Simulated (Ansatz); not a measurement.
Reaction (ligand exchange at the Si–S bond): `C[SiH2]SS` + `C[SeH]` → `C[SiH2][Se]C` + `SS`

Gas-phase electronic energies from Ansatz, PBE0-D4/def2-TZVP geometries. CCSD(T)/CBS is the MP2 limit (def2-TZVPP, def2-QZVPP) plus CCSD(T) − MP2 in def2-TZVPP, frozen cores. This one scheme is used for every species. Functionals use def2-TZVPP. For Se outer-core shells are correlated without core-valence functions, which leaves a few kJ/mol of doubt a bond. Scalar relativity is left out up to krypton. Each species was taken in one conformer, which may not be the lowest.

```csv
species,LDA (SPW92) energy (Eh)
`C[SiH2]SS`,-1123.37318
`C[SeH]`,-2438.25205
`C[SiH2][Se]C`,-2766.77051
`SS`,-794.85366
```

Question: Work out ΔE.

Answer: ΔE = (-2766.77051) + (-794.85366) − (-1123.37318) − (-2438.25205) = 0.00106 Eh = +0.7 kcal/mol. CCSD(T)/CBS gives -0.3 kcal/mol.

Question: What do rigid-rotor, harmonic-oscillator terms from PBE0-D4/def2-TZVP frequencies (298.15 K, 1 bar) make of the CCSD(T)/CBS value? (Best estimate.)

Answer: Computed: ΔZPE = +0.3 kcal/mol, ΔH = +0.1 kcal/mol, ΔS = -2 J/(mol·K), ΔG = +0.2 kcal/mol.

Largest T1 diagnostic among the species: 0.011.

At CCSD(T), def2-SVP lies +1.2 kcal/mol from the extrapolated value and def2-TZVPP +0.4 kcal/mol. Leaving LDA and LC-ωPBE aside and taking each functional with its dispersion term where it has one, the values, not all of them listed here, spread over 1.1 kcal/mol, from PBE-QIDH to B97M-V.
